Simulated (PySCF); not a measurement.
Below is a simulated gas-phase C 1s photoelectron spectrum of `C[C@@H](C#N)O[SiH2]C[SiH3]`.

Every computed line was given a Gaussian of 0.6 eV full width at half maximum and an area set by the number of equivalent atoms; the highest printed point is 100. Method used: delta-SCF UKS SCAN, pcX-2 on the ionised atom, pcseg-1 elsewhere, spin-free X2C (PySCF).

binding energy (eV), intensity and a bar:
```
    289.3          0 
    289.4          1 
    289.5          4 #
    289.6         10 ###
    289.7         22 ######
    289.8         40 ############
    289.9         63 ###################
    290.0         85 #########################
    290.1         98 #############################
    290.2         98 #############################
    290.3         83 #########################
    290.4         61 ##################
    290.5         39 ############
    290.6         22 #######
    290.7         15 ####
    290.8         16 #####
    290.9         27 ########
    291.0         46 ##############
    291.1         69 #####################
    291.2         90 ###########################
    291.3        100 ##############################
    291.4         96 #############################
    291.5         80 ########################
    291.6         61 ##################
    291.7         48 ##############
    291.8         47 ##############
    291.9         59 ##################
    292.0         78 #######################
    292.1         94 ############################
    292.2        100 ##############################
    292.3         91 ###########################
    292.4         72 #####################
    292.5         48 ##############
    292.6         28 ########
    292.7         14 ####
    292.8          6 ##
    292.9          2 #
    293.0          1 
    293.1          2 
    293.2          5 #
    293.3         12 ###
    293.4         25 #######
    293.5         44 #############
    293.6         67 ####################
    293.7         88 ##########################
    293.8         99 ##############################
    293.9         96 #############################
    294.0         79 ########################
    294.1         56 #################
    294.2         34 ##########
    294.3         18 #####
    294.4          8 ##
    294.5          3 #
    294.6          1 
    294.7          0
```

Q: How many maxima does the curve show, and how many computed lines lie under it?

A: The curve has 4 maxima (at 290.1, 291.3, 292.2 and 293.8 eV). Under it lie 4 lines from 4 inequivalent carbon sites.

Q: Decompose the envelope and assign each component. Numbering: `[CH3:1][C@@H:2]([C:3]#[N:4])[O:5][SiH2:6][CH2:7][SiH3:8]`.

A: 
| position (eV) | relative area | line | atoms | environment |
| --- | --- | --- | --- | --- |
| 290.15 | 1 | C 1s | C7 | sp3 carbon bound to silicon |
| 291.32 | 1 | C 1s | C1 | methyl carbon |
| 292.19 | 1 | C 1s | C3 | nitrile carbon |
| 293.83 | 1 | C 1s | C2 | sp3 carbon bound to oxygen |

Q: What are the centre and the root-mean-square width of the whole band?

A: The area-weighted mean of the lines is 291.87 eV. Their own spread about it is 1.34 eV (rms) and each Gaussian has σ = 0.6/2.355 = 0.25 eV; the variances add, which gives 1.37 eV.

Lowest listed C 1s: C7, bonded to 2 H and 2 Si. Highest, 3.68 eV above it: C2, bonded to O, 2 C and H.

No satellites, vibrations or lifetime broadening are included. Geometry: PBE0-D3(BJ)/def2-SVP, one conformer, isolated molecule.

Conformer computed: `[CH3:1][C@@H:2]([C:3]#[N:4])[O:5][SiH2:6][CH2:7][SiH3:8]`: C1–C2–O5–Si6 104°, C2–O5–Si6–C7 156°, O5–Si6–C7–Si8 -39°.
